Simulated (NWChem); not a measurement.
# C$_{2}$H$_{2}$Cl, doublet; SMILES ClC=[CH]

Results from NWChem. Spin-unrestricted. In the optimisation the excess spin sits in a' (Cs, its own frame). All runs use the structure optimised with PBE0/def2-SVP, spin-unrestricted. No stability test was run on the SCF state.

### Question
Estimate the computed values for PBE0/pcseg-2. Quantities: highest occupied level (eV); lowest empty minus highest occupied level, either spin (eV); dipole (D); <S²>.

### Answer
The highest occupied level (eV) is -7.68. The lowest empty minus highest occupied level, either spin (eV) is 4.89. The dipole (D) is 0.91 and the <S²> is 0.766.
